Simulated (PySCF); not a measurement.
Distorted geometries of [Eu(NO2)]2+

[Eu(NO2)]2+ (singlet in the valence; each metal's 4f electrons, 6 of them, lie in its core potential, out of spins and levels). PySCF 2.14.0, RKS TPSS, Eu lcecp-1-SVP with ECP52, O def2-SVP, N def2-SVP; non-relativistic Hamiltonian with scalar-relativistic core potentials where named; density fitting; no spin-orbit coupling. Relaxed geometry:

```xyz
4

Eu    0.0000    0.0000   -0.3639
O     1.0576    0.0000    1.5922
O    -1.0576    0.0000    1.5922
N     0.0000    0.0000    2.3393
```

Order these distorted geometries by energy above the relaxed one, lowest first.
A.
```xyz
4

Eu    0.0772   -0.1149   -0.3894
O     0.9512    0.0280    1.5558
O    -1.0638    0.0177    1.6388
N     0.0354    0.0692    2.3545
```
B.
```xyz
4

Eu   -0.0866    0.0800   -0.2460
O     1.1136   -0.0032    1.5885
O    -1.1350   -0.1698    1.5811
N     0.1080    0.0929    2.2361
```
C.
```xyz
4

Eu    0.3050   -0.1622   -0.3001
O     0.7003    0.3676    1.7747
O    -1.1017   -0.1776    1.4192
N     0.0964   -0.0277    2.2659
```

A (0.33 eV), B (0.48 eV), C (11.37 eV).

Which forces (eV/Å) act in the one that lies 0.33 eV up?


```
Eu  -0.89 -0.01 -0.18
O    5.13 -0.04 -1.33
O   -0.14 -0.01  0.32
N   -4.10  0.05  1.20
```
Forces carry noise of the integration grid, about 0.01 to 0.03 eV/Å.

No frequency check is given that shows the relaxed geometry to be a minimum. An lcecp potential fixes the number of 4f electrons, so in runs with it no electron can move into or out of that shell.
